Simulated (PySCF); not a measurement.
# Bond lengths and vibrations by method: Cl2GeH3Si

These are calculations, not measurements. The program is PySCF 2.14.0, an open-source quantum chemistry code, run on an isolated molecule that a program drew, which may never have been made. The molecule is Cl2GeH3Si (charge 0, doublet), drawn as the SMILES string `Cl[Si](Cl)[GeH3]`.

The geometry was optimised and harmonic frequencies were computed with HF and MP2, all in the cc-pV(D+d)Z basis, for the commonest isotopes, with a restricted reference for singlets and an unrestricted one otherwise, and a frozen core in MP2. Germanium has the cc-pVDZ-PP basis, with a core potential (ECP10MDF) in place of its 10 inner electrons, and its 3s, 3p and 3d shells are frozen in MP2. Each result is a local minimum of its method.

Geometry at the HF minimum:
```xyz
7
Cl2GeH3Si, angstrom
Cl   -2.8400   -1.7540    2.4516
Si   -1.3470   -1.2344    1.1058
Cl    0.4826   -1.7312    1.9519
Ge   -1.4296    1.1395    0.6702
H    -0.3149    1.4852   -0.3172
H    -1.2383    1.9117    1.9759
H    -2.7906    1.4670    0.0560
```

Lengths of the bonds as drawn, in Å (atoms numbered as above):
| bond | HF | MP2 |
|---|---|---|
| Cl1-Si2 | 2.076 | 2.073 |
| Si2-Cl3 | 2.076 | 2.073 |
| Si2-Ge4 | 2.415 | 2.411 |
| Ge4-H5 | 1.529 | 1.534 |
| Ge4-H6 | 1.529 | 1.535 |
| Ge4-H7 | 1.529 | 1.534 |

Rotational constants, in GHz:
| constant | HF | MP2 |
|---|---|---|
| A | 2.341 | 2.326 |
| B | 1.184 | 1.2 |
| C | 0.8255 | 0.8319 |

Harmonic frequencies in cm^-1, each column in rising order, so a row needn't be the same motion in every method:
| rank | HF | MP2 |
|---|---|---|
| 1 | 91 | 90 |
| 2 | 100 | 98 |
| 3 | 130 | 122 |
| 4 | 197 | 187 |
| 5 | 330 | 323 |
| 6 | 506 | 473 |
| 7 | 519 | 484 |
| 8 | 552 | 543 |
| 9 | 584 | 584 |
| 10 | 871 | ? |
| 11 | 955 | 903 |
| 12 | 957 | 905 |
| 13 | 2233 | 2186 |
| 14 | 2237 | 2200 |
| 15 | 2242 | 2203 |

**Estimate the missing MP2 frequency from the HF column.**

A single factor s that minimises the squared misfit of MP2 against s times HF over the other rows is sum(HF x MP2) / sum(HF^2) = 0.9769, with an rms misfit of 16 cm^-1. For rank 10 it gives 0.9769 x 871 = 851 cm^-1. The calculation gives 811 cm^-1, 40 cm^-1 below the estimate. The drawn bonds are on average 0.1 % longer in MP2 than in HF.
